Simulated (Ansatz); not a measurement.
Input for Ansatz (development build ahead of 0.2.0):

```yaml
crystal:
  periodic: [false, false, false]
  atoms:
    - { symbol: Li, position_ang: [1.34, 0.0, 4.3] }
    - { symbol: Li, position_ang: [-1.34, 0.0, 4.3] }
    - { symbol: Li, position_ang: [1.34, 0.0, 0.0] }
    - { symbol: Li, position_ang: [-1.34, 0.0, 0.0] }
basis:
  gaussian: { orbitals: cc-pVDZ }
hamiltonian:
  xc: hf
```

The input is written out in the form of the current development build from the run's settings.

Results

* Converged: yes
* Total energy: -29.73423 hartree
* Spin squared of the determinant: 0.000
